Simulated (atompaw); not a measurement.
Before and after: PAW (atompaw) potential for praseodymium

```json
{"Element": "Pr", "Generator": "atompaw 4.2.0.5", "Type": "PAW", "Functional": "LDA (PW92)", "Relativity": "scalar-relativistic", "Frozen core": "[Xe]", "Valence charge": "5", "Reference configuration": "4f3 5d0 6s1.5 6p0 (charge +0.5)", "Partial waves": "6s (bound): rc 3.00 bohr; 6s channel at 0.05 Ry: rc 3.00 bohr; 6p (bound, empty): rc 3.00 bohr; 6p channel at 0.9 Ry: rc 3.00 bohr; 5d (bound, empty): rc 2.45 bohr; 5d channel at 2.65 Ry: rc 2.45 bohr; 4f (bound): rc 1.50 bohr; 4f channel at 2.9 Ry: rc 1.50 bohr", "Local potential": "vpsmatchnc scheme with l = 4 at 0.5 Ry, radius 2.25 bohr", "Core correction": "smooth core density matched at 1.70 bohr", "Augmentation charge": "besselshape compensation charge, radius 2.95 bohr; PAW radius 3.00 bohr; waves and projectors: custom polynom2 7 10 vanderbiltortho"}
```

All-electron outer shells of the reference configuration (LDA (PW92), scalar-relativistic, ld1.x):

```
shell  level (eV)  outermost node (bohr)  outermost maximum (bohr)
   5s      -41.96                   0.74                      1.35
   5p      -24.36                   0.79                      1.53
   6s       -5.89                   1.81                      3.66
   5d       -4.74                   0.91                      2.28
   4f       -4.22                      –                      0.69
   6p       -3.23                   2.16                      4.76
```

Change: augmentation besselshape compensation charge, radius 2.95 bohr; PAW radius 3.00 bohr; waves and projectors: custom polynom vanderbiltortho.

Cutoffs: the cutoffs (Ry, on a coarse ladder) from which the occupation-weighted sum of valence levels, in a spherical-Bessel basis at the reference potential, stays within 10 and 1 mRy of its value at 400 Ry; they do not see the model core or the augmentation charge, which bear on the density cutoff.

What does the change do?

Both files keep a bound ghost (p, s); the range in which the p phases agree widens (upper end 1.0 → 3.7).

| quantity | base | changed |
| --- | --- | --- |
| cutoff, loose | 260 Ry | 80 Ry |
| cutoff, tight | over 300 Ry | 100 Ry |
| loose cutoff by channel (10 mRy a level) | s 6 Ry, f 180 Ry | s 6 Ry, f 50 Ry |
| bound ghosts | s, p | s, p |
| s: phases at 3.02 bohr within 0.05 rad from the reference energy up to (Ry; the scan ends near 5) | 4.7 | to the end of the scan |
| p: phases at 3.02 bohr within 0.05 rad from the reference energy up to (Ry; the scan ends near 5) | 1.0 | 3.7 |
| d: phases at 3.02 bohr within 0.05 rad from the reference energy up to (Ry; the scan ends near 5) | to the end of the scan | to the end of the scan |
| f: phases at 3.02 bohr within 0.05 rad from the reference energy up to (Ry; the scan ends near 5) | to the end of the scan | to the end of the scan |
| lowest overlap eigenvalue by channel | s 0.43, p 0.72, d 0.88, f 0.95 | s 0.49, p 0.70, d 0.94, f 0.96 |

 A true bound ghost makes a file unfit for plane-wave use even where its test errors are small: the radial tests pick states by their node count and pass the ghost by. The cutoffs see the waves, projectors and local potential, not the compensation charge or the core.
